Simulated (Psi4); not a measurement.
Here is a job for Psi4.
```
memory 2 GB

molecule {
0 1
  C    -0.00315599    0.15499744    0.00211695
  O     0.17039265    1.34242476    0.01690963
  O    -1.22753391   -0.39207402    0.00355055
  H    -1.90744240    0.29943580    0.01779441
  C     1.07040744   -0.89412184   -0.01979608
  H     2.04770176   -0.42261924   -0.02046975
  H     0.96302272   -1.53432562    0.85236222
  H     0.95033928   -1.51055050   -0.90729357
}

set basis def2-tzvpd

energy('cam-b3lyp')
print_variables()
```

### Question
What does this run give for the number of basis functions, nuclear repulsion energy, total energy, dipole moment?

### Answer

```
Property                          Value
-------------------------  ------------
number of basis functions           190
nuclear repulsion energy    121.6529 Eh
total energy               -229.0972 Eh
dipole moment                    1.89 D
```
